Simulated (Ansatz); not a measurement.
C8H14Si (`C[Si](C)(C)C1C=CC=C1`) at its PBE0-D4/def2-TZVP geometry, where that method's forces vanish. The species carries charge 0 and has multiplicity 1.

```xyz
23

C     1.4810   -1.7751    0.8091
Si    0.0014   -0.8728    0.0954
C    -1.1798   -0.3823    1.4552
C    -0.8570   -1.9831   -1.1467
C     0.6456    0.6793   -0.8391
C     1.2434    1.5889    0.1584
C     0.4451    2.6723    0.2979
C    -0.6545    2.5692   -0.6325
C    -0.5275    1.4228   -1.3396
H     1.9904   -1.1704    1.5632
H     2.2073   -2.0287    0.0322
H     1.1675   -2.7078    1.2865
H    -2.0383    0.1620    1.0571
H    -1.5504   -1.2758    1.9659
H    -0.6909    0.2538    2.1954
H    -1.1663   -2.9197   -0.6741
H    -1.7508   -1.5062   -1.5561
H    -0.1966   -2.2355   -1.9808
H     1.3257    0.2796   -1.5988
H     2.1503    1.3806    0.7093
H     0.5947    3.4867    0.9946
H    -1.4505    3.2950   -0.7359
H    -1.1900    1.0671   -2.1167
```

Task: What forces (eV/Å) does B3LYP-D4/def2-TZVPP give on these atoms in the Gaussian-basis code of Ansatz? (Estimate.)

Result: Ansatz gave: 
```
C1   0.076 -0.052  0.051
Si2  0.017 -0.048 -0.015
C3  -0.068  0.029  0.077
C4  -0.058 -0.064 -0.061
C5   0.101 -0.253 -0.091
C6   0.238  0.075  0.141
C7   0.080  0.160  0.159
C8  -0.187  0.137 -0.065
C9  -0.183  0.033 -0.217
H10 -0.014 -0.043 -0.038
H11 -0.025  0.007  0.046
H12  0.032  0.038 -0.018
H13  0.040 -0.032  0.042
H14  0.008  0.055 -0.014
H15 -0.045 -0.037 -0.031
H16  0.007  0.036 -0.038
H17  0.044 -0.037  0.010
H18 -0.042  0.006  0.033
H19 -0.039  0.047  0.041
H20 -0.074  0.019 -0.043
H21 -0.016 -0.057 -0.047
H22  0.055 -0.051  0.013
H23  0.051  0.031  0.064
```

B3LYP here is the variant with VWN-RPA as its local correlation; programs differ in this.
